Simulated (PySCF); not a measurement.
H₄N, SMILES [NH4+], charge +1. Coordinates come from a B3LYP-D3(BJ)/def2-TZVPD optimisation.

Q: Give the equilibrium geometry at B3LYP-D3(BJ)/def2-TZVPD (PySCF confirms it by a frequency run) as Cartesian coordinates in Å, and its point group. (The exact figures need the calculation; the answer reports its results.)

A: point group Td.
```xyz
5

N      0.0000     0.0000     0.0000
H      0.5918    -0.5918     0.5918
H     -0.5918    -0.5918    -0.5918
H     -0.5918     0.5918     0.5918
H      0.5918     0.5918    -0.5918
```
Charge +1, spin multiplicity 1.
